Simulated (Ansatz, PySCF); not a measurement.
B(AsH2)2(F) (As2BFH4), SMILES [AsH2]B([AsH2])F.

Geometry: B3LYP-D3(BJ)/def2-SVP. The structure was generated by enumeration, and PubChem lists no compound with its InChIKey, so it may never have been made.

Vertical ionisation energy (IE) and electron affinity (EA) in eV. Rows of orbital energies are one-electron estimates. Where ΔSCF, EOM or ADC give a negative EA the extra electron is unbound and the value depends on the basis.

```json
[
 {"level": "−ε(HOMO), −ε(LUMO), r2SCAN/def2-TZVP (PySCF)", "IE": "6.36", "EA": "2.05"},
 {"level": "−ε(HOMO), −ε(LUMO), PBE/def2-TZVP (PySCF)", "IE": "6.10", "EA": "2.29"},
 {"level": "ΔSCF, CAM-B3LYP/def2-SVPD (Ansatz), final states of multiplicity 2 and 2", "IE": "…", "EA": "…"},
 {"level": "ΔSCF, PBE/def2-SVPD (Ansatz), final states of multiplicity 2 and 2", "IE": "8.88", "EA": "-0.19"}
]
```

Some entries are withheld; supply them. (The exact figures need the calculation; the answer reports its results.)


- ΔSCF, CAM-B3LYP/def2-SVPD (Ansatz, a program for electronic structure), final states of multiplicity 2 and 2, IE: 9.30
- ΔSCF, CAM-B3LYP/def2-SVPD (Ansatz), final states of multiplicity 2 and 2, EA: -0.24

What vertical singlet–triplet gap does ΔSCF give with CAM-B3LYP/def2-SVPD (Ansatz) and with PBE/def2-SVPD (Ansatz)? (An estimate is asked for; the answer gives what the named calculation found.)

3.88 and 3.47 eV (triplet above singlet where positive).
